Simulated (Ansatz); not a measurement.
C₃H₆AlN (`CC1=[C]([AlH2])N1`), relaxed with RKS PBE0-D4/def2-TZVP in Ansatz from a PBE-D4/def2-SVP geometry. The force threshold is 0.005 eV/Å; the program also tests the step.

Total charge 0; spin multiplicity 1.

Start:

```xyz
11

C     0.038    1.954   -0.047
C    -0.244    0.545    0.264
C    -0.135   -0.750    0.024
Al    0.341   -2.375   -0.861
N    -0.989   -0.152    1.255
H     0.605    2.428    0.783
H    -0.919    2.511   -0.130
H     0.611    2.061   -0.988
H     0.986   -2.252   -2.319
H     0.135   -3.771   -0.114
H    -0.429   -0.199    2.133
```

| step | energy (eV) | largest force (eV/Å) | largest move (Å) |
| --- | --- | --- | --- |
| 1 | -11285.6661 | 1.225 | 0.000 |
| 2 | -11285.7137 | 0.422 | 0.030 |
| 3 | -11285.7191 | 0.127 | 0.013 |
| 4 (rejected) | -11285.7171 | 0.295 | 0.058 |
| 5 | -11285.7203 | 0.068 | 0.028 |
| 6 | -11285.7205 | 0.041 | 0.010 |
| 7 (rejected) | -11285.7201 | 0.064 | 0.020 |
| 8 | -11285.7206 | 0.009 | 0.010 |
| 9 | -11285.7206 | 0.005 | 0.011 |
| 10 | -11285.7207 | 0.004 | 0.007 |

End:

```xyz
11

C     0.032    1.941   -0.056
C    -0.221    0.539    0.261
C    -0.120   -0.735    0.049
Al    0.336   -2.345   -0.846
N    -0.962   -0.161    1.258
H     0.588    2.417    0.758
H    -0.923    2.469   -0.140
H     0.592    2.046   -0.985
H     1.014   -2.219   -2.272
H     0.070   -3.738   -0.146
H    -0.406   -0.214    2.117
```

Run time 31 s (4 threads of an Arm Neoverse V1 on a shared host); peak host memory 0.47 GiB.
